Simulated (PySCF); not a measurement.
Simulated characterisation data

One averaged value for each set of equivalent atoms, a single conformation, gas phase, no relativistic terms. J: B3LYP/pcJ-1; coordinates at the GFN2-xTB level; shieldings: GIAO PBE0/pcSseg-1; PySCF.

References, each an isolated molecule treated in the same way: $^{1}$H and $^{13}$C vs TMS. Multiplet labels drop J under 1 Hz and among equivalent protons, and merge close values. Unscaled 3J(H,H) run several per cent high. Where no couplings were computed, multiplicities follow the n + 1 count of equivalent neighbours, and m marks all less simple cases (inequivalent or close neighbours, rings, F or P nearby). Shifts are as computed. Against solution values, carbons near 30 ppm lie about +3 ppm off and those near 130 ppm about +5 ppm. Of 1211 compounds with measured shifts, 218 miss one by over three times the rms of a fit or turn the order of signals round; such compounds aren't used in these exercises. OH and NH positions are gas-phase values without hydrogen bonding to other molecules.

Compound 1 (C$_{2}$H$_{3}$NO). $^{1}$H NMR (400 MHz, computed): δ 13.09 (br s, 1H), 9.24 (d, J = 8.3 Hz, 1H), 8.05 (d, J = 8.3 Hz, 1H). $^{13}$C{$^{1}$H} NMR (computed): δ 193.1 (CH), 172.9 (CH). Structure: `[H]/N=C\C=O`.

Compound 2 (C$_{4}$H$_{10}$O$_{4}$Si). $^{1}$H NMR (400 MHz, computed): δ 4.56 (s, 2H), 4.56 (s, 2H), 4.13 (s, 3H), 3.99 (s, 3H). $^{13}$C{$^{1}$H} NMR (computed): δ 181.0, 66.1, 54.3, 53.7. Structure: SMILES CO[SiH2]OCC(=O)OC.
